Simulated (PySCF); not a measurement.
Two species compared at the same levels of theory.

First species: C₇H₁₀O.
InChI=1S/C7H10O/c1-4-5-7(8)6(2)3/h1,6H,5H2,2-3H3

Second species: 3-methyl-2-cyclohexen-1-one, C7H10O.
InChI=1S/C7H10O/c1-6-3-2-4-7(8)5-6/h5H,2-4H2,1H3

Levels: PBE0/def2-SVPD for HOMO energy, LUMO energy, HOMO–LUMO gap and static isotropic polarisability; TDDFT PBE0/def2-SVPD for lowest singlet excitation; TDA PBE0/def2-SVPD for lowest triplet excitation (Tamm–Dancoff). Geometries: GFN2-xTB. Each structure is a single optimised conformer of the isolated species, non-relativistic unless stated. Electronic properties by PySCF.

Dipoles, sizes and rotational constants follow the conformer. The torsions of the flexible species, by atom-mapped SMILES:
- `[CH:1]#[C:2][CH2:3][C:4](=[O:5])[CH:6]([CH3:7])[CH3:8]`: C2–C3–C4–O5 -119°, C3–C4–C6–C7 101°

The conformers of `CC1=CC(=O)CCC1` aren't listed.

(1) Which of the two has the higher HOMO energy, and by how much?

(2) Which of the two has the higher HOMO–LUMO gap, and by how much?

(3) Which has the higher LUMO energy?

(4) Which of the two has the higher T1 energy, and by how much?

(5) Which of the two has the higher static isotropic polarisability, and by how much?

(6) Which has the higher S1 energy?

Answers

(1) The second: -6.97 eV against -7.26 eV, a difference of 0.29 eV.

(2) The first: 6.49 eV against 5.64 eV, a difference of 0.85 eV.

(3) The first: -0.77 eV against -1.33 eV, a difference of 0.56 eV.

(4) The first: 3.78 eV against 3.23 eV, a difference of 0.55 eV.

(5) The second: 84.8 au against 83.3 au, a difference of 1.5 au.

(6) The first: 4.37 eV against 3.73 eV, a difference of 0.64 eV.

On the first: No computed singlet falls in the visible range (750 to 380 nm, 1.65 to 3.26 eV); S1 lies 1.11 eV above its blue end. The polarisability is 12.34 Å³ as a volume (1 au = 0.148185 Å³), or 1.39 au for each of the 60 electrons.

On the second: The principal polarisabilities are 61.6, 84.1 and 108.8 au; their mean is the isotropic value. In wavenumbers S1 is 30100 cm⁻¹ (1 eV = 8065.54 cm⁻¹).
